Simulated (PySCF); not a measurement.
Species: WOCl4 (singlet state).
Structure used (PBE0-D3(BJ)/def2-SVP), in Å, numbered top down from 1:
```
atom  x, y, z in Å
W1     0.000    0.000    0.093
O2     0.000   -0.008    1.761
Cl3    2.230    0.005   -0.463
Cl4   -0.003    2.233   -0.452
Cl5   -2.230   -0.001   -0.464
Cl6    0.003   -2.228   -0.474
```

Theory: PySCF, TDDFT PBE0/def2-SVPD, vertical, gas phase, core orbitals frozen in the response, def2 core potentials past Kr. Spin–orbit coupling is left out.

Frontier orbitals with the atoms that hold most of them (Löwdin shares over 4%, at most four atoms; ? is withheld):

```json
{"orbital": "LUMO+2", "ε (eV)": "-3.37", "atoms": "W1 57%, O2 25%, Cl3 9%, Cl5 9%"}
{"orbital": "LUMO+1", "ε (eV)": "-3.37", "atoms": "W1 57%, O2 25%, Cl4 9%, Cl6 9%"}
{"orbital": "LUMO", "ε (eV)": "-5.28", "atoms": "?"}
{"orbital": "HOMO", "ε (eV)": "-9.08", "atoms": "Cl6 25%, Cl5 25%, Cl3 25%, Cl4 25%"}
{"orbital": "HOMO-1", "ε (eV)": "-9.82", "atoms": "Cl3 34%, Cl5 34%, Cl6 12%, Cl4 12%"}
{"orbital": "HOMO-2", "ε (eV)": "-9.82", "atoms": "Cl4 35%, Cl6 34%, Cl5 12%, Cl3 12%"}
{"orbital": "HOMO-3", "ε (eV)": "-9.85", "atoms": "Cl4 25%, Cl3 24%, Cl5 24%, Cl6 24%"}
```

Q: Which atoms hold the LUMO, and with what shares?

A: W1 (bonded to 4 Cl and O) 64%; Cl4 (bonded to W) 9%; Cl3 (bonded to W) 9%; Cl5 (bonded to W) 9%. By element: tungsten 64%, chlorine 26% or more.

Within 0.005 eV of a neighbour in this list lie HOMO-2/HOMO-1 and LUMO+1/LUMO+2 (point group found: C4v); within a degenerate set the shares of single atoms can hang on how the components are chosen.

Q: The HOMO–LUMO gap is 3.80 eV. Where does the response calculation put the lowest singlet, and from which orbitals?

A: S1 is at 2.84 eV (f = 0.0000), 0.96 eV below the gap, made of HOMO→LUMO (98%). Without the coupling terms of the response equations the lowest excitation would equal the gap.

For S1 the Löwdin share of tungsten is at most 1% in HOMO and 64% in LUMO (ligand-to-metal charge transfer by this measure).

Next come S2 at 3.12 eV (f 0.0000), HOMO-3→LUMO (100%); S3 at 3.31 eV (f 0.016), HOMO-2/HOMO-1→LUMO (58%), HOMO-4→LUMO (41%); S4 at 3.31 eV (f 0.017), HOMO-2/HOMO-1→LUMO (58%), HOMO-5→LUMO (41%); S5 at 3.53 eV (f 0.045), HOMO-4→LUMO (59%), HOMO-2/HOMO-1→LUMO (≥37%).

Orbitals of the list HOMO-3 to LUMO+2 that lie within 0.01 eV of each other are written together with a slash and their weights summed (≥ marks a lower bound); for degenerate orbitals outside that list single weights are arbitrary.
